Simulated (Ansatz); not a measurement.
The same redistribution along the group B, Al, Ga, In.

Computed with Ansatz on PBE0-D4/def2-TZVP structures; ΔE is electronic, products minus reactants. CCSD(T)/CBS adds triple-zeta CCSD(T) − MP2 to the extrapolated MP2 energy (def2 sets, frozen cores). DFT in def2-TZVPP. Elements past krypton have def2 core potentials. For Ga, In outer-core shells are correlated without core-valence functions, which leaves a few kJ/mol of doubt a bond. Scalar relativity is left out up to krypton. One conformer a species, not always the lowest.

| reaction | CCSD(T)/CBS(def2) (kJ/mol) |
| --- | --- |
| `OB(S)Cl` + `N[SiH2]F` → `OBS` + `N[SiH](F)Cl` | ? |
| `[OH][Al]([SH])[Cl]` + `N[SiH2]F` → `[OH][AlH][SH]` + `N[SiH](F)Cl` | 58 |
| `[OH][Ga]([SH])[Cl]` + `N[SiH2]F` → `[OH][GaH][SH]` + `N[SiH](F)Cl` | 9 |
| `[OH][In]([SH])[Cl]` + `N[SiH2]F` → `[OH][InH][SH]` + `N[SiH](F)Cl` | 7 |

Q: Fill in the missing values. (Best estimate.)

A: The calculation gave: `OB(S)Cl` + `N[SiH2]F` → `OBS` + `N[SiH](F)Cl`: -23.6 kJ/mol.

Largest T1 diagnostic: 0.016, for `[OH][InH][SH]`.
